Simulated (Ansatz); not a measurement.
Input and output for CdMe(SiH3) (CH₆CdSi).

```yaml
crystal:
  periodic: [false, false, false]
  atoms:
    - {symbol: Cd, position_ang: [0.010620, 0.007950, 0.229516]}
    - {symbol: C, position_ang: [-0.003224, -0.018797, 2.355766]}
    - {symbol: H, position_ang: [-1.012359, -0.215910, 2.723557]}
    - {symbol: H, position_ang: [0.330168, 0.941494, 2.754569]}
    - {symbol: H, position_ang: [0.661434, -0.799939, 2.730543]}
    - {symbol: Si, position_ang: [0.007569, 0.022318, -2.275271]}
    - {symbol: H, position_ang: [1.330908, 0.394628, -2.852393]}
    - {symbol: H, position_ang: [-0.986251, 0.984579, -2.832080]}
    - {symbol: H, position_ang: [-0.338875, -1.316332, -2.834217]}
basis:
  gaussian: {orbitals: STO-3G}
hamiltonian: {xc: {name: r2SCANh}, dispersion: d3bj}
scf: {omitted_lower_state_checks: [starts]}
output: {forces: true}
```

```sh
$ ansatz run in.yaml --threads 4 --pin off --events-out ev --progress --plain --max-ram 3916MiB
```

Shortened log:

```
Warning: the engine holds no damping parameters fitted to this dispersion correction and functional, so the run takes those fitted to r2scanh beside the three-body term, which d3bj leaves out (hamiltonian.dispersion, under Limitations)
Functional definition: r2SCANh
607 factors; integrals over basis functions are off by at most 4.6e-4 eV
mean field evaluation 1: about -156221.2822 eV, gradient 2.1e1 eV
mean field evaluation 2: about -156221.5777 eV, gradient 1.9e1 eV
mean field evaluation 4: about -156222.9196 eV, gradient 2.6e-1 eV
mean field evaluation 8: about -156222.8291 eV, gradient 1.7e-2 eV
mean field -156222.82913374 eV, -5741.0830790282 hartree, gradient 9.2e-6 eV, S^2 0.000000; 0 other end points of the search recorded, 0 dependent functions left out
reference -156222.82914021 eV, -5741.0830792660 hartree; 37, 37 occupied and 10, 10 virtual orbitals, 607 factors
Total energy: -156222.87705661 eV, -5741.0848401610 hartree
Atom 0 at     0.010620     0.007950     0.229516 Å, force    -0.013520    -0.015357     0.704055 eV/Å
Atom 1 at    -0.003224    -0.018797     2.355766 Å, force     0.020551     0.037172    -2.906656 eV/Å
Atom 2 at    -1.012359    -0.215910     2.723557 Å, force    -0.022454    -0.006828     0.182340 eV/Å
Atom 3 at     0.330168     0.941494     2.754569 Å, force     0.005960     0.020053     0.170619 eV/Å
Atom 4 at     0.661434    -0.799939     2.730543 Å, force     0.012734    -0.020082     0.177194 eV/Å
Atom 5 at     0.007569     0.022318    -2.275271 Å, force    -0.023305    -0.028686     0.897728 eV/Å
Atom 6 at     1.330908     0.394628    -2.852393 Å, force    -0.974919    -0.272663     0.277916 eV/Å
Atom 7 at    -0.986251     0.984579    -2.832080 Å, force     0.736552    -0.710209     0.252136 eV/Å
Atom 8 at    -0.338875    -1.316332    -2.834217 Å, force     0.258401     0.996601     0.244669 eV/Å
Dipole moment:     0.004833     0.003369     0.133387 e Å
Checks for a lower state left out: starts
```

Hardware: 4 threads of Arm Neoverse V2 on a shared host. Wall time 1.3 s.
